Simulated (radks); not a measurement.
Results of a calculation; reference values are marked as such.
Valence configurations of Lu (all share [Xe]). Code: a radial shooting solver on a logarithmic mesh with Libxc functionals. Model: scalar-relativistic Kohn-Sham, r2SCAN, spin-polarised, spherical densities, finite nucleus; open shells are filled with parallel spins first (spin-orbit coupling, left out, can overturn this in heavy ions); meta-GGA in the generalised Kohn-Sham scheme; Fermi nuclear charge, rms radius 5.37 fm. Energies are relative to 4f14 5d1 6s2; eigenvalues in eV for spin up.

| valence | E (eV) | moment (Bohr magnetons) | e(4f) | e(5d) | e(6p) | e(6s) |
|---|---|---|---|---|---|---|
| 4f14 5d1 6s2 | 0.000 | 1 | -9.749 | -1.911 | - | -4.965 |
| 4f14 6s2 6p1 | 0.814 | 1 | -12.913 | - | -2.488 | -6.297 |
| 4f14 5d2 6s1 | 1.852 | 3 | -8.363 | -1.643 | - | -5.105 |
| 4f14 5d1 6s1 6p1 | 2.243 | 3 | -10.945 | -3.103 | -2.393 | -6.237 |
| 4f13.5 5d1 6s2 6p0.5 | 5.211 | 2 | -15.216 | -3.593 | -2.029 | -5.990 |
| 4f13.5 5d1 6s1 6p1.5 | 7.526 | 4 | -16.328 | -4.725 | -2.898 | -7.156 |
| 4f13 5d2 6s2 | 10.294 | 3 | -17.467 | -3.330 | - | -5.505 |
| 4f13 5d1 6s2 6p1 | 12.636 | 3 | -21.085 | -5.456 | -2.651 | -7.018 |
| 4f13 5d1 6s1 6p2 | 15.040 | 5 | -22.116 | -6.529 | -3.410 | -8.094 |
| 4f12 5d1 6s1 6p3 | 37.390 | 7 | -34.652 | -10.494 | -4.449 | -9.977 |

NIST lists [Xe] 4f14 5d1 6s2 as the ground configuration; this level of theory agrees among the configurations tried. The energies are those of spherical high-spin densities, not of single terms.
